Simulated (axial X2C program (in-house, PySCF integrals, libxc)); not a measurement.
## How the levels of ZrSH (d2 s1 p(π)0 orbitals) move with the bond length

Calculated with an in-house all-electron X2C program for linear molecules (integrals from PySCF): two-component X2C with atomic mean-field Coulomb and Gaunt terms, basis Zr dyall-v3z, S dyall-av3z, H dyall-v3z (cores contracted in-house). Orbitals come from Hartree–Fock averaged over the configuration Zr d2 s1 p(π)0; CI then distributes these electrons over the d, s, p(π) shells of Zr.

At Zr–S–H held linear, bonds 2.487 and 1.340 Å (the second held):

| Ω | energy (cm⁻¹) | g∥ | μ (D) | configuration |
| --- | --- | --- | --- | --- |
| 3/2 | 0 | 0.67 | -1.72 | 98% d2 s1 |
| 1/2 | 182 | 1.90 | -1.32 | 100% d2 s1 |
| 5/2 | 248 | 4.88 | -1.66 | 98% d2 s1 |
| 3/2 | 521 | 1.48 | -1.53 | 99% d2 s1 |
| 7/2 | 588 | 8.92 | -1.65 | 98% d2 s1 |
| 5/2 | 822 | 5.24 | -1.59 | 99% d2 s1 |
| 7/2 | 1091 | 9.09 | -1.61 | 99% d2 s1 |
| 9/2 | 1143 | 12.00 | -1.97 | 98% d2 s1 |
| 1/2 | 1202 | 2.09 | -1.91 | 98% d2 s1 |
| 3/2 | 1442 | 5.41 | -1.99 | 98% d2 s1 |
| 1/2 | 1741 | 2.38 | -1.70 | 98% d2 s1 |
| 5/2 | 2004 | 7.86 | -1.68 | 97% d2 s1 |
| 3/2 | 2084 | 4.39 | -1.81 | 97% d2 s1 |
| 1/2 | 2129 | 1.43 | -1.89 | 98% d2 s1 |

g∥ is the magnitude of 2⟨Lz + ge Sz⟩ for the +Ω component. μ is positive if the H end is positive. The lowest 14 levels at most are listed.

At Zr–S–H held linear, bonds 2.935 and 1.340 Å (the second held):

```
  Ω  energy (cm⁻¹)     g∥  μ (D)  configuration
3/2              0   0.17  -5.36      99% d2 s1
5/2            291   4.25  -5.35      99% d2 s1
1/2            588   1.46  -4.97     100% d2 s1
7/2            636   8.21  -5.37      99% d2 s1
3/2            804   2.53  -5.03      99% d2 s1
1/2           1004   2.05  -5.24      99% d2 s1
9/2           1044  12.01  -5.44      99% d2 s1
5/2           1093   6.19  -5.02     100% d2 s1
3/2           1320   4.83  -5.28      99% d2 s1
7/2           1441   9.80  -4.96     100% d2 s1
1/2           1463   1.93  -5.18      99% d2 s1
5/2           1809   7.56  -5.14      99% d2 s1
3/2           1919   4.47  -5.26      99% d2 s1
1/2           1965   1.48  -5.32      99% d2 s1
```

The lowest level lies 4580 cm⁻¹ above the lowest at the first distance.

(1) How does the gap from the lowest to the fifth level change between the two distances?

There is no dynamic correlation: spin–orbit spacings and, for f shells, spacings inside one term are the most reliable numbers, splittings between terms come out too wide, and energies between configurations are not reliable, so the lowest level need not be the ground state of the molecule. For d shells the ligand-field splittings (σ, π, δ) and their order can be off by a thousand cm⁻¹ or more. At most 4 roots were kept for each Ω > 0 (twice that for Ω = 0) within 3.2 eV of the lowest, so higher up levels can be missing between those listed; levels with Ω > 0 are doubly degenerate and listed once, Ω = 0 levels singly. Some active spinors are only partly of the character that their shell is named for, so the shell names and counts are nominal. States that fill the shells left empty in the average are placed too high. The molecule was held linear; bending was not examined. Hydrosulfides and their kin are strongly bent in nature, so this linear model does not describe the real molecule.

Results:

(1) From 588 to 804 cm⁻¹, a factor of 1.37.
